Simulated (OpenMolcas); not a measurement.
# Mo III: CASPT2 settings compared

```json
{"Program": "OpenMolcas", "Basis": "ANO-R2 [7s5p4d2f1g]", "Scalar Hamiltonian": "X2C, finite nucleus", "Active space": "4 electrons in 5 orbitals (4d)", "State averaging": "2S+1 = 5 even, 5 roots; 2S+1 = 3 even, 45 roots; 2S+1 = 1 even, 50 roots", "Spin-orbit coupling": "state interaction with AMFI integrals over the reference wave functions, term energies averaged over their components"}
```

Methods on the same reference wave functions:
A. CASSCF
B. SS-CASPT2, IPEA 0 Eh, imaginary shift 0.4 Eh (closed shells correlated: 4s 4p)
C. SS-CASPT2, IPEA 0.15 Eh, no level shift (closed shells correlated: 4s 4p)
D. XMS-CASPT2, IPEA 0.1 Eh, imaginary shift 0.1 Eh (closed shells correlated: 3d 4s 4p)

Energies in cm⁻¹ above 4d⁴ ⁵D₀, the measured ground level; measured values from Sugar and Musgrove, J. Phys. Chem. Ref. Data 17, 155 (1988).

```json
{"Level": "4d⁴ ⁵D₀", "A": "0.0", "B": "0.0", "C": "0.0", "D": "0.0", "Measured": "0.0"}
{"Level": "4d⁴ ⁵D₁", "A": "220", "B": "244", "C": "243", "D": "237", "Measured": "242"}
{"Level": "4d⁴ ⁵D₂", "A": "626", "B": "672", "C": "671", "D": "659", "Measured": "668"}
{"Level": "4d⁴ ⁵D₃", "A": "1175", "B": "1226", "C": "1227", "D": "1213", "Measured": "1224"}
{"Level": "4d⁴ ⁵D₄", "A": "1834", "B": "1870", "C": "1872", "D": "1861", "Measured": "1872"}
{"Level": "4d⁴ ³H₄", "A": "15643", "B": "13000", "C": "13340", "D": "13910", "Measured": "12680"}
{"Level": "4d⁴ ³P₀(1)", "A": "16027", "B": "11390", "C": "11500", "D": "12260", "Measured": "11149"}
{"Level": "4d⁴ ³H₅", "A": "16133", "B": "13560", "C": "13900", "D": "14470", "Measured": "13276"}
{"Level": "4d⁴ ³H₆", "A": "16609", "B": "14080", "C": "14420", "D": "14990", "Measured": "13811"}
{"Level": "4d⁴ ³P₁(1)", "A": "17260", "B": "12640", "C": "12730", "D": "13490", "Measured": "12510"}
{"Level": "4d⁴ ³F₃(1)", "A": "18127", "B": "14190", "C": "14570", "D": "15160", "Measured": "13948"}
{"Level": "4d⁴ ³F₂(1)", "A": "18212", "B": "14180", "C": "14560", "D": "15150", "Measured": "13929"}
{"Level": "4d⁴ ³F₄(1)", "A": "18368", "B": "14510", "C": "14890", "D": "15470", "Measured": "14296"}
{"Level": "4d⁴ ³P₂(1)", "A": "19163", "B": "14500", "C": "14600", "D": "15340", "Measured": "14358"}
{"Level": "4d⁴ ³G₃", "A": "20001", "B": "16220", "C": "16590", "D": "17170", "Measured": "15871"}
{"Level": "4d⁴ ³G₄", "A": "20407", "B": "16660", "C": "17020", "D": "17580", "Measured": "16283"}
{"Level": "4d⁴ ³G₅", "A": "20708", "B": "17060", "C": "17420", "D": "17990", "Measured": "16714"}
{"Level": "4d⁴ ¹I₆", "A": "23984", "B": "20820", "C": "20950", "D": "21570", "Measured": "20290"}
{"Level": "4d⁴ ³D₃", "A": "25232", "B": "19740", "C": "20150", "D": "20820", "Measured": "19488"}
{"Level": "4d⁴ ³D₂", "A": "25380", "B": "19890", "C": "20260", "D": "20900", "Measured": "19577"}
{"Level": "4d⁴ ¹G₄(1)", "A": "25626", "B": "21510", "C": "21750", "D": "22080", "Measured": "20612"}
{"Level": "4d⁴ ³D₁", "A": "25630", "B": "20150", "C": "20560", "D": "21240", "Measured": ""}
{"Level": "4d⁴ ¹S₀(1)", "A": "29325", "B": "23010", "C": "23680", "D": "24280", "Measured": "22990"}
{"Level": "4d⁴ ¹D₂(1)", "A": "30977", "B": "24930", "C": "24460", "D": "24420", "Measured": "22806"}
```

Deviations, from unrounded energies. A percentage is the sum of absolute deviations over the sum of measured energies, with the sign that they share, or ± where signs differ.

```json
{"Against measurement": "mean absolute deviation (cm-1)", "Levels": "22", "A": "3800", "B": "330", "C": "550", "D": "1000"}
{"Against measurement": "fine structure of the ground term (%)", "Levels": "4", "A": "-3.8", "B": "±0.3", "C": "±0.2", "D": "-0.9"}
{"Against measurement": "other terms of the ground configuration (%)", "Levels": "18", "A": "+28.0", "B": "+2.5", "C": "+4.1", "D": "+7.6"}
```

B lies closest to measurement on these levels and A furthest from it. The largest miss of B in the table is 4d⁴ ¹D₂(1), by +2100 cm-1. The ranking rests on the paired levels alone, and a cruder setting can come out closer through cancelling errors.

Among B to D the level of the table that moves most is 4d⁴ ¹S₀(1), by 1300 cm-1 (lowest in B, highest in D). Moves below CASPT2's spread within the term are not significant.

The mean deviations of B to D differ by less than CASPT2's widest spread within a term (930 cm-1), so their order carries little weight.

From A to B the spin-free energies of the other terms of 4d⁴ shown, above ⁵D, scale by factors of 0.72 to 0.86, as is usual when dynamic correlation screens the repulsion within a d or f shell.

The lowest spin-free term lies below A's lowest term by 0.325 hartree in B, 0.317 hartree in C, 0.363 hartree in D.

CASPT2 breaks the degeneracy within a term, and the mean is taken; among the terms shown or strongly mixed into the levels shown the widest spread is 930 cm-1 (4d⁴ ¹I, D). Levels of configurations with an s electron are missing; early in the row they begin among the upper levels of the d shell and mix with terms of their name. The CASPT2 spread within a term exceeds the gap to the next term for 4d⁴ ¹I and 4d⁴ ¹G(1), so the order of their levels is uncertain (figures for B; the like holds for D). Without dynamic correlation excited terms often stand tens of per cent too high (terms of higher spin than the ground term too low), and those without a measured partner can miss by more than the paired ones (holds for A). Some levels mix across a computed gap that differs much from the measured one, so their mixing is not that of the real levels (holds for A; B; C). Computed and measured levels are paired by configuration, term and J; levels that our copy of the source lacks, or whose pairing is in doubt (as where it misses far off the trend of its configuration), stay unpaired and out of the deviations. Levels of configurations outside the active space are missing. Levels that lie high or do not pair safely by name in every column are left out.

A number in round brackets counts repeated terms of one configuration in the order of the reference energies.
